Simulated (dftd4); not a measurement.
CH2N (SMILES C#[NH+]), charge +1, singlet, at a GFN2-xTB geometry; D4 for b3lyp (dftd4).

Input for dftd4:
```
$ dftd4 mol.xyz --func b3lyp --charge 1 --json dftd4.json --noedisp

# file mol.xyz
4

C     -0.00000000    -0.00000000    -0.60033820
N      0.00000000     0.00000000     0.53266727
H     -0.00000000    -0.00000000    -1.67488159
H      0.00000000     0.00000000     1.54823991
```

Write the output that dftd4 gives for this input, abridged.


```
                    ____  _____ _____     ____  _  _
      -------------|  _ \|  ___|_   _|---|  _ \| || |------------
     |             | | | | |_    | | ___ | | | | || |_           |
     |             | |_| |  _|   | ||___|| |_| |__   _|          |
     |             |____/|_|     |_|     |____/   |_|            |
     |             ===================================           |
     |            E. Caldeweyher, S. Ehlert & S. Grimme          |
     |          Mulliken Center for Theoretical Chemistry        |
     |                    University of Bonn                     |
      -----------------------------------------------------------

Rational (Becke-Johnson) damping: b3lyp-D4-ATM
---------------------
  s6         1.0000
  s8         2.0293
  s9         1.0000
  a1         0.4087
  a2         4.5381
 alp        16.0000
--------------------

Dispersion energy:      -1.0870265295430E-03 Eh

[Info] JSON dump of results written to 'dftd4.json'
```
